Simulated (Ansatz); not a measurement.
SiH₂BrF₃, singlet: harmonic vibrations.

Input (in.yaml):

```yaml
crystal:
  periodic: [false, false, false]
  atoms:
    - {symbol: Si, position_ang: [-0.207107, 1.168267, -0.335135]}
    - {symbol: Br, position_ang: [0.396809, -3.492504, 0.980715]}
    - {symbol: F, position_ang: [-0.947267, 0.737172, -1.651658]}
    - {symbol: F, position_ang: [-1.272606, 1.350962, 0.804350]}
    - {symbol: H, position_ang: [0.559602, 2.394173, -0.540003]}
    - {symbol: H, position_ang: [0.715723, -2.145411, 0.654438]}
    - {symbol: F, position_ang: [0.754746, -0.012460, 0.087394]}
basis:
  gaussian: {orbitals: def2-TZVP}
hamiltonian: {xc: pbe0, dispersion: d4}
phonons: {temperatures: {t_min: 298.15, t_max: 900, t_step: 200}}
```

Run by:

```bash
ansatz run in.yaml --threads 8 --pin off --events-out ev --progress --plain --max-ram 19148MiB
```

Output of Ansatz 0.2.0:

```
Functional definition: PBE0
  name "PBE0"
  cite "Adamo & Barone, J. Chem. Phys. 110, 6158 (1999) doi:10.1063/1.478522"
  cite "Perdew, Burke & Ernzerhof, Phys. Rev. Lett. 77, 3865 (1996) doi:10.1103/PhysRevLett.77.3865"
  parent pbe
  parameter a = 0.25
  parameter kappa = 0.804
  parameter beta = 0.06672455060314922
  exchange = (1 - a)*pbe_x(kappa = kappa, mu = beta*pi^2/3) + a*exact_x
  correlation = pbe_c(beta = beta)
1237 factors; their error is unknown
mean field evaluation 1: about -86093.8289 eV, gradient 5.0e1 eV
mean field evaluation 2: about -86090.2375 eV, gradient 7.3e1 eV
mean field evaluation 4: about -86097.0517 eV, gradient 7.4e-1 eV
mean field evaluation 8: about -86097.5593 eV, gradient 6.0e-2 eV
mean field evaluation 16: about -86097.5593 eV, gradient 3.0e-5 eV
mean field -86097.55927558 eV, -3164.0269443557 hartree, gradient 3.0e-5 eV, S^2 0.000000; 0 other end points of the search recorded, 0 dependent functions left out
the calculation of the forces begins
reference -86097.55930489 eV, -3164.0269454328 hartree; 39, 39 occupied and 151, 151 virtual orbitals, 1237 factors
these checks for a lower state are left out or cut short: stability, starts, cluster_reference, orbital_swaps, neighbouring_geometries, increment
1237 factors; their error is unknown
Total energy: -86097.65308003 eV, -3164.0303916058 hartree
Atom 0 at    -0.207107     1.168267    -0.335135 Å, force     0.000108    -0.001022     0.002401 eV/Å
Atom 1 at     0.396809    -3.492504     0.980715 Å, force     0.000557     0.002513    -0.000617 eV/Å
Atom 2 at    -0.947267     0.737172    -1.651658 Å, force     0.000342    -0.000162    -0.000144 eV/Å
Atom 3 at    -1.272606     1.350962     0.804350 Å, force     0.002070    -0.000293    -0.001604 eV/Å
Atom 4 at     0.559602     2.394173    -0.540003 Å, force    -0.000542    -0.000783     0.000169 eV/Å
Atom 5 at     0.715723    -2.145411     0.654438 Å, force    -0.000582    -0.002528     0.000603 eV/Å
Atom 6 at     0.754746    -0.012460     0.087394 Å, force    -0.001952     0.002274    -0.000808 eV/Å
Dipole moment:     0.162875     0.515524    -0.112944 e Å
Vibrations: 3.12 7.00 67.25 165.10 184.18 298.60 299.15 415.79 830.91 833.34 852.70 983.97 1009.26 2367.51 2655.68 cm⁻¹, zero-point energy 0.680274 eV

[the SCF lines of later steps are left out]
```

The lines “mean field evaluation” count trial sets of orbitals through the whole run, from several starts and some on an approximate energy, so they need not fall steadily or lie above the final value.

Hardware: 8 CPU threads of an Arm Neoverse V1, shared host. Wall time about 52 s.
